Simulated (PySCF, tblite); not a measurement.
Compound: C6H13O2P.
Geometry (GFN2-xTB, Å), atoms numbered from 1 in this order:
```
atom  x, y, z in Å
C1     3.042   -0.627    0.063
O2     2.082    0.331    0.428
C3     0.784    0.113   -0.091
C4     0.016    1.423    0.095
C5    -1.339    1.427   -0.607
C6    -2.313    0.443    0.027
P7    -1.640   -1.252    0.005
O8    -2.423   -2.264    0.715
C9     0.069   -1.045    0.606
H10    3.075   -0.759   -1.026
H11    3.999   -0.244    0.410
H12    2.857   -1.600    0.532
H13    0.859   -0.113   -1.170
H14    0.638    2.228   -0.300
H15   -0.111    1.601    1.164
H16   -1.761    2.434   -0.564
H17   -1.200    1.170   -1.660
H18   -2.503    0.686    1.077
H19   -3.277    0.442   -0.489
H20   -1.470   -1.514   -1.358
H21    0.591   -1.995    0.456
H22    0.015   -0.864    1.685
```

Method: PBE0/pcSseg-1 in PySCF (dipole) on a GFN2-xTB geometry, gas phase.

Masses are those of the commonest isotopes; rigid-rotor values at the optimised geometry. The values belong to one conformer with, in the numbering `[CH3:1][O:2][C@@H:3]1[CH2:4][CH2:5][CH2:6][P@H:7](=[O:8])[CH2:9]1`, C1–O2–C3–C4 -165°, O2–C3–C4–C5 171°, C3–C4–C5–C6 67°, C4–C5–C6–P7 -58°, C5–C6–P7–O8 174°.

(1) What are A, B and C (GHz)?

(2) What kind of rotor is it?

(3) What does the inertial defect say?

(4) Predict some low-J microwave lines.

(5) Estimate the classical rotational partition function at 25 K, 100 K and 500 K.

Results:

(1) Ia = 225.68, Ib = 533.89, Ic = 712.42 u·Å²; 505379 MHz·u·Å²/I gives 2239, 946.6 and 709.4 MHz, that is A = 2.2394, B = 0.9466, C = 0.7094 GHz.

(2) An asymmetric top; Ray's κ = -0.690.

(3) Not planar: Δ = Ic − Ia − Ib = -47.15 u·Å². For a rigid frame Δ = −2 Σ m c², so Σ m c² = 23.58 u·Å² lies off the ab plane: 13.84 from hydrogen and 9.74 from heavier atoms. The atom farthest from that plane is 1.64 Å away.

(4) The dipole components are |μa| = 2.76 D, |μb| = 2.28 D, |μc| = 1.69 D. Intensities carry the squares of the components, which stand as 1.00 : 0.68 : 0.37 (a : b : c). Some lines, for components of 0.1 D or more:

```json
{"type": "c", "branch": "Q", "J(Ka,Kc)": "4(1,4) ← 4(0,4)", "MHz": "573", "lower level (cm⁻¹)": "0.538"}
{"type": "c", "branch": "Q", "J(Ka,Kc)": "2(1,2) ← 2(0,2)", "MHz": "1085", "lower level (cm⁻¹)": "0.165"}
{"type": "c", "branch": "Q", "J(Ka,Kc)": "1(1,1) ← 1(0,1)", "MHz": "1293", "lower level (cm⁻¹)": "0.055"}
{"type": "b", "branch": "R", "J(Ka,Kc)": "3(1,2) ← 2(2,1)", "MHz": "1425", "lower level (cm⁻¹)": "0.354"}
{"type": "b", "branch": "Q", "J(Ka,Kc)": "2(1,1) ← 2(0,2)", "MHz": "1797", "lower level (cm⁻¹)": "0.165"}
{"type": "b", "branch": "R", "J(Ka,Kc)": "1(1,1) ← 0(0,0)", "MHz": "2949", "lower level (cm⁻¹)": "0.000"}
{"type": "a", "branch": "R", "J(Ka,Kc)": "2(1,2) ← 1(1,1)", "MHz": "3075", "lower level (cm⁻¹)": "0.098"}
{"type": "b", "branch": "Q", "J(Ka,Kc)": "4(2,2) ← 4(1,3)", "MHz": "3530", "lower level (cm⁻¹)": "0.636"}
{"type": "b", "branch": "Q", "J(Ka,Kc)": "3(2,2) ← 3(1,3)", "MHz": "4963", "lower level (cm⁻¹)": "0.354"}
{"type": "a", "branch": "R", "J(Ka,Kc)": "4(3,1) ← 3(3,0)", "MHz": "6691", "lower level (cm⁻¹)": "0.756"}
{"type": "b", "branch": "R", "J(Ka,Kc)": "4(1,4) ← 3(0,3)", "MHz": "6924", "lower level (cm⁻¹)": "0.327"}
{"type": "c", "branch": "Q", "J(Ka,Kc)": "3(3,1) ← 3(2,1)", "MHz": "6929", "lower level (cm⁻¹)": "0.525"}
{"type": "b", "branch": "R", "J(Ka,Kc)": "2(2,0) ← 1(1,1)", "MHz": "7694", "lower level (cm⁻¹)": "0.098"}
{"type": "b", "branch": "R", "J(Ka,Kc)": "3(3,1) ← 2(2,0)", "MHz": "12013", "lower level (cm⁻¹)": "0.355"}
```

(5) Point group C1, symmetry number σ = 1; q = (√π/σ)·√((kT/h)³/(ABC)), k/h = 20836.6 MHz/K: 17200 at 25 K, 137000 at 100 K, 1540000 at 500 K.

Its GFN2-xTB frequencies are all real (lowest 68 cm⁻¹). These are rigid-rotor constants of the computed structure; measured ground-state constants (B0) also hold zero-point vibration. A rigid rotor knows nothing of internal rotation, which can split or shift real lines.

The run took 45 s wall on one thread, Arm Neoverse V2 (aarch64), no GPU, shared host with 192 logical CPUs at a one-minute load of 81, and the process peaked at 1.1 GiB of memory. This is the PBE0/pcSseg-1 job that gave the dipole, with the shieldings it also computed.
